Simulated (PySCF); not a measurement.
Coordinates in bohr (charge -1 multiplicity 1):
```
Co   -0.0561    0.0000    0.0000
H     1.8490    0.0000   -1.9608
H    -0.2023    2.9833    0.0000
H    -0.2023   -2.9833    0.0000
H     1.8490    0.0000    1.9608
```

Computed with PBE0/[Co def2-TZVPD, H def2-TZVPD], no relativity, density fitting, PySCF.

This geometry of [CoH4]- is a stationary point at this level.

Problem. What is the point group?

Solution. C2v.

Problem. Is it a minimum?

Solution. Yes: all harmonic wavenumbers are real.

Problem. What are the dipole moment and the gap between the highest occupied and lowest empty levels?

Solution. 2.37 D about the centre of mass and 4.27 eV.

Problem. Give the atomic charges and bond orders.

Solution. 
```csv
atom,Mulliken,Löwdin,polar tensor,Mayer order to Co1
Co1,-0.94,-0.37,0.35,–
"H2,5",-0.01,-0.15,-0.22,1.06
"H3,4",-0.02,-0.17,-0.46,0.89
```

Problem. Give the ideal-gas entropy at 298.15 K and 1 bar by parts.

Solution. translation 160.5, rotation 65.0, vibration 14.2, spin 0.0; total 239.7 J/(mol K).

Stability towards spin polarisation was not tested. Other isomers or separated fragments may lie lower. The lowest empty level of this anion is unbound, so it and the gap depend on the basis. At this level a triplet minimum of D4h symmetry lies 91 kJ/mol below this structure.
